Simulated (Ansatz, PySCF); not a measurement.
Ways to break one bond of ClC(Cl)C(Cl)Cl:

A. ClC(Cl)C(Cl)Cl -> 2 Cl[CH]Cl
B. ClC(Cl)C(Cl)Cl → Cl[CH]C(Cl)Cl + Cl atom
C. ClC(Cl)C(Cl)Cl -> Cl[C](Cl)C(Cl)Cl + H atom

Quantity: bond dissociation energy (enthalpy at 298 K, with B3LYP-D3(BJ) rigid-rotor harmonic-oscillator terms), kJ/mol. Geometries: B3LYP-D3(BJ)/def2-TZVP minima from Ansatz (a quantum-chemistry and plane-wave program), one conformer each, not searched for the lowest. Frequencies are from Ansatz or PySCF. Cores are frozen in the correlated levels unless marked. Open shells are spin-unrestricted. Spin-orbit coupling is left out. No relativistic terms. CBS(X,Y): correlation extrapolated as X^-3; Hartree-Fock from the larger set. The bracket is a focal-point correction in the basis named.

```json
[
 {"": "A", "B2PLYP/def2-TZVPD (Ansatz)": "302.8", "RPA@PBE/cc-pV(T+d)Z (Ansatz)": "321.4", "CCSD(T)/6-31G* (Ansatz)": "326.9", "RI-MP2/CBS(cc-pV(T+d)Z,cc-pV(Q+d)Z)+[CCSD(T)-MP2]/cc-pV(T+d)Z (Ansatz)": "(withheld)"},
 {"": "B", "B2PLYP/def2-TZVPD (Ansatz)": "297.0", "RPA@PBE/cc-pV(T+d)Z (Ansatz)": "281.4", "CCSD(T)/6-31G* (Ansatz)": "287.7", "RI-MP2/CBS(cc-pV(T+d)Z,cc-pV(Q+d)Z)+[CCSD(T)-MP2]/cc-pV(T+d)Z (Ansatz)": "(withheld)"},
 {"": "C", "B2PLYP/def2-TZVPD (Ansatz)": "375.9", "RPA@PBE/cc-pV(T+d)Z (Ansatz)": "387.5", "CCSD(T)/6-31G* (Ansatz)": "360.4", "RI-MP2/CBS(cc-pV(T+d)Z,cc-pV(Q+d)Z)+[CCSD(T)-MP2]/cc-pV(T+d)Z (Ansatz)": "(withheld)"}
]
```

**Question.** What belongs in the gaps?

**Answer.** 
- A, RI-MP2/CBS(cc-pV(T+d)Z,cc-pV(Q+d)Z)+[CCSD(T)-MP2]/cc-pV(T+d)Z (Ansatz): 339.0
- B, RI-MP2/CBS(cc-pV(T+d)Z,cc-pV(Q+d)Z)+[CCSD(T)-MP2]/cc-pV(T+d)Z (Ansatz): 325.7
- C, RI-MP2/CBS(cc-pV(T+d)Z,cc-pV(Q+d)Z)+[CCSD(T)-MP2]/cc-pV(T+d)Z (Ansatz): 398.2
